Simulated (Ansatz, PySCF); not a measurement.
Caution: the highest occupied level lies above zero, so the state may not be bound. This singlet lies 1.16 eV below the relaxed triplet at the level B3LYP/aug-cc-pVTZ // PBE0-D3(BJ)/def2-TZVPD (Ansatz, a quantum-chemistry and plane-wave program).

Cartesian coordinates (Å):
```xyz
6

C      2.3917     0.1758    -0.5949
N      1.3535    -0.0865    -0.1175
B      0.1164    -0.4922     0.5961
N     -0.9969     0.0068    -0.1288
H     -0.9288     0.5499    -0.9886
H     -1.9360    -0.1538     0.1789
```
Charge -1, spin multiplicity 1.

**Question.** Estimate the total energy and HOMO that PBE0-D3(BJ)/def2-TZVPD in PySCF returns for this input.

**Answer.** 
* **total energy**: -173.5050 Ha
* **HOMO**: 0.60 eV
